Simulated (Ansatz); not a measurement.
Geometry optimisation, Ansatz, RKS PBE/def2-SVP.

Input:

```yaml
crystal:
  periodic: [false, false, false]
  atoms:
    - { symbol: Mo, position_ang: [0.337268, 0.340759, -0.321405] }
    - { symbol: F, position_ang: [-0.186951, -0.342347, 2.539423] }
    - { symbol: F, position_ang: [1.868068, 0.108254, -1.340826] }
    - { symbol: F, position_ang: [0.07121, 1.874397, -1.328684] }
    - { symbol: F, position_ang: [-1.276253, 0.676189, 0.495518] }
    - { symbol: F, position_ang: [0.707974, -1.29483, 0.433969] }
    - { symbol: F, position_ang: [-0.604275, -0.579888, -1.627467] }
    - { symbol: Br, position_ang: [1.651415, 1.68484, 1.300961] }
    - { symbol: H, position_ang: [0.107244, 0.320126, 3.123012] }
basis:
  gaussian: { orbitals: def2-SVP }
hamiltonian:
  xc: pbe
relax:
  f_tol: 0.03
  max_steps: 50
output:
  orbitals: {}
```

Launched with:

```bash
$ ansatz run input.yaml --threads 4 --pin off --max-ram 5120MiB --backend cpu --events-out ev --progress --plain --runs-dir out
```

**Question.** Where does it end, and by what steps?

**Answer.** It converged. The force dipped under the threshold on the way, but the program's further checks kept it going. After 36 steps the energy has fallen by 0.284 eV; F2 moved furthest, 1.16 Å.

```json
{"step": "0", "energy less start (eV)": "0.0000", "largest force component (eV/Å)": "0.355", "accepted": "yes"}
{"step": "2", "energy less start (eV)": "-0.1239", "largest force component (eV/Å)": "1.371", "accepted": "yes"}
{"step": "4", "energy less start (eV)": "-0.1682", "largest force component (eV/Å)": "0.109", "accepted": "yes"}
{"step": "6", "energy less start (eV)": "-0.1159", "largest force component (eV/Å)": "2.221", "accepted": "no"}
{"step": "8", "energy less start (eV)": "-0.1708", "largest force component (eV/Å)": "0.336", "accepted": "yes"}
{"step": "10", "energy less start (eV)": "-0.0770", "largest force component (eV/Å)": "2.778", "accepted": "no"}
{"step": "12", "energy less start (eV)": "-0.1757", "largest force component (eV/Å)": "0.228", "accepted": "yes"}
{"step": "14", "energy less start (eV)": "-0.1904", "largest force component (eV/Å)": "0.357", "accepted": "yes"}
{"step": "16", "energy less start (eV)": "-0.2197", "largest force component (eV/Å)": "0.216", "accepted": "yes"}
{"step": "18", "energy less start (eV)": "-0.2318", "largest force component (eV/Å)": "0.169", "accepted": "yes"}
{"step": "20", "energy less start (eV)": "-0.2520", "largest force component (eV/Å)": "0.793", "accepted": "yes"}
{"step": "22", "energy less start (eV)": "-0.2698", "largest force component (eV/Å)": "0.043", "accepted": "yes"}
{"step": "24", "energy less start (eV)": "-0.2756", "largest force component (eV/Å)": "0.190", "accepted": "yes"}
{"step": "26", "energy less start (eV)": "-0.2782", "largest force component (eV/Å)": "0.018", "accepted": "yes"}
{"step": "28", "energy less start (eV)": "-0.2802", "largest force component (eV/Å)": "0.054", "accepted": "yes"}
{"step": "30", "energy less start (eV)": "-0.2816", "largest force component (eV/Å)": "0.054", "accepted": "yes"}
{"step": "32", "energy less start (eV)": "-0.2821", "largest force component (eV/Å)": "0.066", "accepted": "yes"}
{"step": "34", "energy less start (eV)": "-0.2823", "largest force component (eV/Å)": "0.129", "accepted": "yes"}
{"step": "36", "energy less start (eV)": "-0.2835", "largest force component (eV/Å)": "0.013", "accepted": "yes"}
```

```xyz
9
Properties=species:S:1:pos:R:3
Mo 0.495 0.261 -0.435
F -0.149 0.495 3.347
F 1.785 0.314 -1.751
F -0.083 1.954 -0.899
F -0.902 0.157 0.822
F 0.979 -1.468 -0.003
F -0.697 -0.432 -1.678
Br 1.980 1.167 1.247
H -0.731 0.341 2.625
```

The run took 83 s on 4 threads of Arm Neoverse V2 (shared host), peak memory 0.24 GiB.
